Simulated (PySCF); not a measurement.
Correlation energy of Sm³⁺ (samarium, charge +3)

[Xe] 4f5, one real determinant. Computed with PySCF 2.14 in x2c-TZVPPall (11s7p7d4f2g, 113 functions), with scalar relativity by spin-free X2C-1e. Frozen: [Ar] 3d10; 31 electrons correlated.

MP2 pair energies summed by pair of shells (mhartree):

| pair | energy | share (%) |
| --- | --- | --- |
| 4d-4d | -201.67 | 19.9 |
| 4d-4f | -194.46 | 19.2 |
| 5p-5p | -122.11 | 12.0 |
| 4d-5p | -107.82 | 10.6 |
| 4f-5p | -98.72 | 9.7 |
| 4f-4f | -55.47 | 5.5 |
| 4p-4d | -53.29 | 5.3 |
| 5s-5p | -33.50 | 3.3 |
| 4d-5s | -29.33 | 2.9 |
| 4f-5s | -21.30 | 2.1 |
| 4p-4f | -21.07 | 2.1 |
| 4s-4d | -18.11 | 1.8 |
| 4p-4p | -15.91 | 1.6 |
| 4p-5p | -11.52 | 1.1 |
| 4s-4f | -7.50 | 0.7 |
| 5s-5s | -6.25 | 0.6 |
| 4p-5s | -6.18 | 0.6 |
| 4s-4p | -5.52 | 0.5 |
| 4s-4s | -1.83 | 0.2 |
| 4s-5p | -1.24 | 0.1 |
| 4s-5s | -0.99 | 0.1 |

Total MP2 correlation energy: -1013.8 mhartree.

Same-spin part -388.99 and opposite-spin part -624.82 mhartree; SCS-MP2 scales them by 1/3 and 6/5 to -879.45 mhartree.

The reference is one real determinant that mixes LS terms of this configuration.

This basis was not built for core-valence correlation, so the inner-shell part is incomplete.
